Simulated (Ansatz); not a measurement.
Consider the redistribution: `[CH3][V](=[O])([Cl])[Cl]` + `[F][SnH]([Cl])[Br]` → vanadium oxytrichloride + `[CH3][SnH]([F])[Br]`.

Calculated with Ansatz (gas phase, PBE0-D4/def2-TZVP geometries, no zero-point term in ΔE). CBS: MP2 limit from def2 TZ/QZ plus the TZ coupled-cluster correction, frozen cores. Functionals use def2-TZVPP. B3LYP here is the variant with VWN-RPA as its local correlation; programs differ in this. HSE06 is defined as in plane-wave codes. def2 core potentials past Kr. For Br, Sn, V outer-core shells are correlated without core-valence functions, which leaves a few kJ/mol of doubt a bond. Scalar relativity is left out up to krypton.

```
             level  ΔE (kcal/mol)  difference from CCSD(T)/CBS
       LDA (SPW92)          -14.6                         -5.8
            PBE-D4          -13.3                         -4.5
         revPBE-D4          -13.3                         -4.5
           BLYP-D4          -13.1                         -4.3
         r2SCAN-D4          -12.1                         -3.3
            B97M-V          -10.4                         -1.6
           PBE0-D4          -10.5                         -1.7
          B3LYP-D4          -10.7                         -1.9
        r2SCANh-D4          -11.1                         -2.3
        r2SCAN0-D4           -9.6                         -0.8
          BHLYP-D4           -6.7                          2.1
      CAM-B3LYP-D4           -9.2                         -0.4
           ωB97X-V           -8.3                          0.5
           ωB97M-V           -8.0                          0.8
            B2PLYP          -15.6                         -6.8
          PBE-QIDH          -14.4                         -5.6
            revPBE          -13.0                         -4.2
              BLYP          -12.8                         -4.0
            r2SCAN          -12.1                         -3.3
              PBE0          -10.4                         -1.6
           r2SCANh          -11.1                         -2.3
           r2SCAN0           -9.6                         -0.8
             HSE06          -10.5                         -1.7
             BHLYP           -6.6                          2.2
         CAM-B3LYP           -9.1                         -0.3
           LC-ωPBE           -8.6                          0.2
RPA@PBE/def2-TZVPP          -12.2                         -3.4
       HF/def2-SVP            2.9                         11.7
      MP2/def2-SVP          -25.0                        -16.2
     CCSD/def2-SVP           -3.9                          4.9
     HF/def2-TZVPP           -0.2                          8.6
    MP2/def2-TZVPP          -22.2                        -13.4
SCS-MP2/def2-TZVPP          -17.2                         -8.4
   CCSD/def2-TZVPP           -6.5                          2.3
CCSD(T)/def2-TZVPP          -10.5                         -1.7
     HF/def2-QZVPP            0.0                          8.8
    MP2/def2-QZVPP          -21.1                        -12.3
SCS-MP2/def2-QZVPP          -16.1                         -7.3
      HF/CBS(def2)            0.0                          8.8
    CCSD/CBS(def2)           -4.7                          4.1
       CCSD(T)/CBS           -8.8                            0
```

Largest T1 diagnostic among the species: 0.032, so the coupled-cluster value is less sure than usual.

From BLYP to BHLYP (50 % exact exchange), in def2-TZVPP and without D4, ΔE moves by +6.2 kcal/mol. In def2-TZVPP, CCSD(T) changes the Hartree–Fock value by −10.3 kcal/mol (the triples alone add −4.0 kcal/mol) and MP2 by −21.9 kcal/mol.
